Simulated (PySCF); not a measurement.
H3InOS2. Atoms are numbered in the order given.

```xyz
7

In     0.2293    -0.0049     0.0000
O      2.2343    -0.0168     0.0000
H      2.6119     0.8741     0.0000
S     -1.0342     2.0649     0.0000
H      0.0806     2.8346     0.0000
S     -0.8241    -2.1711     0.0000
H     -2.0684    -1.6358     0.0000
```
Charge 0, spin multiplicity 1.

Geometry: B3LYP-D3(BJ)/def2-SVP. The structure was generated by enumeration; whether it is a known compound was not checked. The def2 effective core potentials stand for the cores of In; spin–orbit coupling is left out. One conformer was computed; it need not be the lowest.

Calculation: B3LYP/def2-TZVP (PySCF).

ESP charges are fitted to the potential on shells at 1.4 to 2.0 van der Waals radii. Atomic charges (e):

```tsv
atom	ESP fit	Löwdin
In1	0.62	-0.08
O2	-0.60	-0.32
H3	0.32	0.16
S4	-0.39	0.05
H5	0.18	0.06
S6	-0.31	0.07
H7	0.17	0.06
```
